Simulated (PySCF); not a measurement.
Electron affinity of Sn by level of theory

Sn⁻ [Kr] 4d10 5s2 5p3 (4S) → Sn [Kr] 4d10 5s2 5p2 (3P), as a difference of total energies. All numbers are calculated (PySCF 2.14, scalar relativity by spin-free X2C-1e, in x2c-QZVPPall with one added diffuse shell each of s, p, d, f type (14s10p8d5f1g, 128 functions)). Correlated levels: valence: [Kr] 4d10 frozen; valence and next inner shell: [Ar] 3d10 frozen. The calculations carry no spin-orbit coupling.

```csv
method,electron affinity (eV)
UHF,0.957
LDA,1.555
PBE,1.424
PBE0,1.418
r2SCAN,1.517
wB97X-V,1.177
TPSSh,1.382
r2SCANh,1.513
MP2 (valence),1.373
SCS-MP2 (valence),1.232
MP2 (valence and next inner shell),1.424
SCS-MP2 (valence and next inner shell),1.258
```

Problem. How much does correlation contribute at MP2 (valence and next inner shell)?

Solution. 1.424 − (0.957) = 0.467 eV, measured against UHF.

A first-order spin-orbit estimate (lowest level to lowest level, LS coupling) adds -0.250 eV.

Errors of the correlated levels include the incompleteness of this basis and the frozen core.

In the anion the highest occupied orbital energy is positive at LDA, PBE, PBE0, r2SCAN, TPSSh, r2SCANh, a self-interaction effect; the basis confines that electron, and the energy difference can still be sensible.

For comparison: 1.112 eV (measured; photodetachment measurements, as compiled on the Wikipedia data page of electron affinities).
